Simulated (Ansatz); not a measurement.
Basis-set extrapolation for C₃H₈Si₂ (`C[SiH2]C1=C[SiH2]1`) (PBE0-D4/def2-TZVP geometry, frozen core, the Gaussian-basis code of Ansatz). Multiplicity 1, RHF reference.

```
                      def2-TZVPP   def2-QZVPP
                 HF  -696.135798  -696.159117
    MP2 correlation    -0.733763    -0.782516
CCSD(T) correlation    -0.825565      not run
```

Energies in hartree. Use E(X) = E(∞) + A·exp(−7.88·√X) for Hartree–Fock and E(X) = E(∞) + B·X^(−2.97) for correlation, with X = 3 and 4, and add CCSD(T) minus MP2 of the smaller set to the MP2 limit.

Question: What is the CCSD(T) energy at the basis-set limit?

Answer: HF limit: -696.159117 + (-0.023319) × 0.13774 = -696.16233. MP2 limit: -0.782516 + (-0.048753) × 0.74074 = -0.81863. Higher-order term: -0.825565 − (-0.733763) = -0.09180. Total: -697.07276 hartree, 3.03 eV below CCSD(T)/def2-TZVPP.
